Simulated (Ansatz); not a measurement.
Molecular dynamics of Na12N

Input:

```yaml
crystal:
  lattice:
    - [8.46, 0.0, 0.0]
    - [0.0, 12.69, 0.0]
    - [0.0, 0.0, 20.345]
  atoms:
    - { symbol: Na, position: [0.25, 0.1666667, 0.0491521] }
    - { symbol: Na, position: [0.75, 0.1666667, 0.0491521] }
    - { symbol: Na, position: [0.25, 0.5, 0.0491521] }
    - { symbol: Na, position: [0.75, 0.5, 0.0491521] }
    - { symbol: Na, position: [0.25, 0.8333333, 0.0491521] }
    - { symbol: Na, position: [0.75, 0.8333333, 0.0491521] }
    - { symbol: Na, position: [0.0, 0.0, 0.1531089] }
    - { symbol: Na, position: [0.5, 0.0, 0.1531089] }
    - { symbol: Na, position: [0.0, 0.3333333, 0.1531089] }
    - { symbol: Na, position: [0.5, 0.3333333, 0.1531089] }
    - { symbol: Na, position: [0.0, 0.6666667, 0.1531089] }
    - { symbol: Na, position: [0.5, 0.6666667, 0.1531089] }
    - { symbol: Na, position: [0.25, 0.1666667, 0.2570656] }
    - { symbol: Na, position: [0.75, 0.1666667, 0.2570656] }
    - { symbol: Na, position: [0.25, 0.5, 0.2570656] }
    - { symbol: Na, position: [0.75, 0.5, 0.2570656] }
    - { symbol: Na, position: [0.25, 0.8333333, 0.2570656] }
    - { symbol: Na, position: [0.75, 0.8333333, 0.2570656] }
    - { symbol: Na, position: [0.0, 0.0, 0.3610224] }
    - { symbol: Na, position: [0.5, 0.0, 0.3610224] }
    - { symbol: Na, position: [0.0, 0.3333333, 0.3610224] }
    - { symbol: Na, position: [0.5, 0.3333333, 0.3610224] }
    - { symbol: Na, position: [0.0, 0.6666667, 0.3610224] }
    - { symbol: Na, position: [0.5, 0.6666667, 0.3610224] }
    - { symbol: "N", position: [0.5003019, 0.3359004, 0.6237168] }
    - { symbol: "N", position: [0.6264844, 0.302196, 0.628632] }
basis:
  ecutwfc: 420.0
kpoints:
  mp_grid: { grid: [2, 2, 1] }
hamiltonian:
  xc: pbe
scf:
  occupations: { method: fermi_dirac, width: 0.1 }
  lower_state_search: "off"
md:
  timestep: 1
  n_steps: 500
  ensemble: nve
  initial_velocities: zero
  seed: 256647
  initial_site_velocities:
    - { site: 24, velocity: [0.020662, 0.0, -0.024624] }
    - { site: 25, velocity: [0.020662, 0.0, -0.024624] }
  constraints: [{ sites: [0, 1, 2, 3, 4, 5] }]
```

Launched with:

```bash
$ ansatz run input.yaml --threads 4 --pin off --max-ram 10240MiB --backend cpu --events-out ev --progress --plain --runs-dir out
```

It starts from an unrelaxed structure (largest force component 5.19 eV/Å).

Output, in part (step lines):

```
md step     0: t =     0.00 fs  T =   580.2 K  F+E_penalty+E_count = -36438.97858818 eV  E_kin = 1.500007 eV  conserved = -36437.47858117 eV  (9 SCF iters)
md step     1: t =     1.00 fs  T =   588.2 K  F+E_penalty+E_count = -36438.99978716 eV  E_kin = 1.520567 eV  conserved = -36437.47921997 eV  (6 SCF iters)
md step     2: t =     2.00 fs  T =   608.0 K  F+E_penalty+E_count = -36439.05291206 eV  E_kin = 1.571906 eV  conserved = -36437.48100617 eV  (7 SCF iters)
md step     3: t =     3.00 fs  T =   629.2 K  F+E_penalty+E_count = -36439.11012871 eV  E_kin = 1.626700 eV  conserved = -36437.48342876 eV  (7 SCF iters)
md step     4: t =     4.00 fs  T =   638.2 K  F+E_penalty+E_count = -36439.13523041 eV  E_kin = 1.649965 eV  conserved = -36437.48526515 eV  (8 SCF iters)
md step     5: t =     5.00 fs  T =   626.5 K  F+E_penalty+E_count = -36439.10422476 eV  E_kin = 1.619756 eV  conserved = -36437.48446897 eV  (6 SCF iters)
md step     6: t =     6.00 fs  T =   600.7 K  F+E_penalty+E_count = -36439.03369569 eV  E_kin = 1.553000 eV  conserved = -36437.48069571 eV  (6 SCF iters)
md step     7: t =     7.00 fs  T =   581.9 K  F+E_penalty+E_count = -36438.98183771 eV  E_kin = 1.504433 eV  conserved = -36437.47740487 eV  (4 SCF iters)
[... lines left out ...]
md step   500: t =   500.00 fs  T =   325.2 K  F+E_penalty+E_count = -36438.32438996 eV  E_kin = 0.840594 eV  conserved = -36437.48379609 eV  (7 SCF iters)
```

The steps, from the saved trajectory:

| time (fs) | T (K) | potential energy less start (eV) | conserved less start (meV/atom) |
| --- | --- | --- | --- |
| 0 | 580 | 0.000 | 0.00 |
| 16 | 597 | -0.044 | -0.05 |
| 32 | 629 | -0.132 | -0.16 |
| 48 | 646 | -0.177 | -0.25 |
| 64 | 630 | -0.134 | -0.19 |
| 80 | 604 | -0.062 | -0.02 |
| 96 | 591 | -0.026 | 0.04 |
| 112 | 584 | -0.009 | 0.01 |
| 128 | 558 | 0.056 | 0.00 |
| 144 | 463 | 0.302 | 0.01 |
| 160 | 399 | 0.467 | -0.01 |
| 176 | 471 | 0.279 | -0.07 |
| 192 | 463 | 0.300 | -0.09 |
| 208 | 396 | 0.473 | -0.06 |
| 224 | 360 | 0.570 | 0.00 |
| 240 | 380 | 0.517 | 0.04 |
| 256 | 413 | 0.432 | -0.01 |
| 272 | 416 | 0.421 | -0.11 |
| 288 | 393 | 0.479 | -0.20 |
| 304 | 361 | 0.560 | -0.23 |
| 320 | 327 | 0.648 | -0.22 |
| 336 | 289 | 0.749 | -0.18 |
| 352 | 246 | 0.861 | -0.12 |
| 368 | 209 | 0.958 | -0.07 |
| 384 | 189 | 1.012 | -0.03 |
| 400 | 191 | 1.007 | -0.01 |
| 416 | 214 | 0.947 | -0.02 |
| 432 | 252 | 0.846 | -0.06 |
| 448 | 297 | 0.730 | -0.13 |
| 464 | 329 | 0.643 | -0.21 |
| 480 | 333 | 0.632 | -0.25 |
| 496 | 314 | 0.684 | -0.16 |

The run went to its last step. The conserved energy stayed within 0.27 meV per atom of its start (net change -0.2 meV per atom), so the integration is sound. A run of 0.5 ps of so small a system gives no equilibrium averages. Limits of this set-up: coarse k mesh, slab without dipole correction, no dispersion correction for a molecule that may bind weakly, a typed lattice constant that wasn't relaxed here.

Mean squared displacements from the first frame to the last: Na 0.59 Å², N 69.43 Å².

Last frame:

```xyz
26
Lattice="8.4600 0.0000 0.0000 0.0000 12.6900 0.0000 0.0000 0.0000 20.3450" Properties=species:S:1:pos:R:3
Na 2.115 2.115 1.000
Na 6.345 2.115 1.000
Na 2.115 6.345 1.000
Na 6.345 6.345 1.000
Na 2.115 10.575 1.000
Na 6.345 10.575 1.000
Na 0.041 -0.088 2.725
Na 4.237 0.140 2.703
Na -0.048 4.215 2.534
Na 4.141 4.238 2.629
Na 0.093 8.523 2.691
Na 4.096 8.280 2.568
Na 2.306 1.796 4.587
Na 6.407 2.151 4.423
Na 2.462 6.784 4.625
Na 6.300 6.507 4.427
Na 2.475 10.607 4.527
Na 6.345 10.466 4.538
Na 0.083 -0.042 6.439
Na 4.603 -0.145 6.795
Na 0.424 4.403 5.187
Na 4.198 4.329 6.061
Na 0.168 8.380 6.406
Na 4.613 8.785 7.078
N 12.126 3.103 9.713
N 12.978 3.661 10.074
```

Run time: 31 min on 4 threads of AMD EPYC 9R45 96-Core Processor (Zen 5), with other jobs on the host, peak memory 5.5 GiB.
